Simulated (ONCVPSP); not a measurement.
## barium, ONCV: configuration errors across variants

| Property | Result |
| --- | --- |
| Element | barium |
| Generator | ONCVPSP 4.0.1 |
| Type | optimised norm-conserving Vanderbilt (ONCV) |
| Functional | PBEsol |
| Relativity | scalar-relativistic |
| Frozen core | [Xe] |
| Valence charge | 2 |
| Reference configuration | 6s2 |
| Partial waves | 6s: rc 4.00 bohr, ncon 4, nbas 8, qcut 1.4 1/bohr, 1 projector; p scattering state at 0.27 Ha: rc 3.40 bohr, ncon 4, nbas 8, qcut 2.1 1/bohr, 2 projectors, debl 3.6 Ha; d scattering state at 0.17 Ha: rc 3.60 bohr, ncon 4, nbas 8, qcut 2.5 1/bohr, 1 projector |
| Local potential | polynomial inside 2.35 bohr (lpopt 5, dvloc0 6 Ha) |
| Core correction | polynomial model core, fcfact 0.5 |

In the d channel the program set the typed energies aside and used -0.075 Ha.

All-electron excitation energies from the reference (eV): (1) 6s1 5.382; (2) 6s1.5 2.147; (3) 6s1 6p1 2.050; (4) 6s0 6p1 7.978.

2 further variants failed, have other tests or too few solved ones, and are left out.

A true bound ghost makes a file unfit for plane-wave use even where its test errors are small: the radial tests pick states by their node count and pass the ghost by.

Errors AE − PS in meV (a dash: test not solved or not reliable):

```csv
change,(1),(2),(3),(4),bound ghosts,GHOST(+) flags above zero
base,-6.3,-0.8,+65,+21,none,p
"all radii but the core radius scaled by about 0.93 (s 3.72, p 3.16, d 3.34 bohr); local potential polynomial inside 2.18 bohr (lpopt 5, dvloc0 6 Ha)",-5.1,-0.5,+72,+32,none,p
"all radii but the core radius scaled by about 1.08 (s 4.32, p 3.66, d 3.88 bohr); local potential polynomial inside 2.54 bohr (lpopt 5, dvloc0 6 Ha)",-8.3,-1.1,-2.9,-60,none,"s, p"
"all radii but the core radius scaled by about 1.24 (s 4.96, p 4.22, d 4.46 bohr); local potential polynomial inside 2.92 bohr (lpopt 5, dvloc0 6 Ha)",-20,-3.4,-28,-116,s,p
"all radii but the core radius scaled by about 1.33 (s 5.32, p 4.52, d 4.78 bohr); local potential polynomial inside 3.12 bohr (lpopt 5, dvloc0 6 Ha)",+17,+4.4,-29,-155,p,s
```

(1) Give the same row for: all radii but the core radius scaled by about 1.15 (s 4.62, p 3.92, d 4.16 bohr); local potential polynomial inside 2.72 bohr (lpopt 5, dvloc0 6 Ha).

## Answers

(1) -12, -1.7, -6.2, -82; bound ghosts: none; GHOST(+) flags above zero: s, p.
